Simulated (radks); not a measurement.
Results of a calculation; reference values are marked as such.
These are the eigenvalues of the occupied orbitals of an atom or ion with whole-number occupations (eV). Code: a radial shooting solver on a logarithmic mesh with Libxc functionals. Model: scalar-relativistic Kohn-Sham, LDA (Slater exchange, Perdew-Wang correlation), spin-polarised, spherical densities, finite nucleus; Fermi nuclear charge, rms radius of each element as measured or else 0.836 A^(1/3) + 0.57 fm.

orbital  eigenvalue
1s up     -40790.19
1s down   -40777.81
2s up     -9141.304
2s down   -9124.591
2p up     -8595.298
2p down   -8575.321

Which element is it, and in what charge state? The configuration may be excited. Open shells, if any, are filled with parallel spins first.

Answer. Z = 56, barium, charge +47: Ba47+ in [He] 2s2 2p5. The list shows which subshells hold electrons but not how many an open one holds; the 1s level, -1499 hartree, gives Z - s = 54.8 by -(Z - s)^2/2, which with screening and relativity narrows Z to a few neighbours, and the depths of the outer levels then fix element, charge and occupations together.
